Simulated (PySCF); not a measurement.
Molecule: SMILES F[C]F (CF₂). Atoms near the plane z = 0.0 Å, at the PBE0/def2-SVP optimised geometry (x, y, z in Å): F1 (0.8, -0.6, 0.0), C2 (-0.5, -0.6, 0.0), F3 (-0.8, 0.6, 0.0).

Level of theory: PBE0/def2-TZVP in PySCF. Cells within 0.4 Å of a nucleus heavier than hydrogen are left out (blank, or x). The values are rescaled to run from 0 to 1.

```
|555555555555555555555555555|
|555555555555555555555555555|
|555555555555555555555555555|
|555555555555555555555555555|
|555555555555555555555555555|
|555555555555555555555555555|
|555555555555555555555555555|
|555555566776655555555555555|
|555555679999765555555555555|
|555555696xx6965555555555555|
|55555579xxxx975555555555555|
|55555579xxxx976555555555555|
|555555689106876666655555555|
|555555678745677899865555555|
|55555556654x568910986555555|
|5555555554xxx35xxxx97555555|
|5555555552xxx35xxxx97555555|
|5555555551xxx586xx696555555|
|555555555422567999976555555|
|555555555555566777665555555|
|555555555555555566555555555|
|555555555555555555555555555|
|555555555555555555555555555|
|555555555555555555555555555|
|555555555555555555555555555|
|555555555555555555555555555|
|555555555555555555555555555|
```
Scale: ten equal steps from 0.000 (start of '0') to 1.00 (end of '9'), in the order '0123456789'; x runs from -3.00 to 3.00, y from -3.00 (bottom) to 3.00 (top).

Q: Which quantity is mapped?
A) Laplacian of the electron density
B) log10 of the electron density
C) deformation density (molecule minus spherical neutral atoms)
D) an orbital amplitude

A: A, Laplacian of the electron density. In full: Laplacian of the electron density (e/bohr⁵), clipped to [-1.50, 1.50].
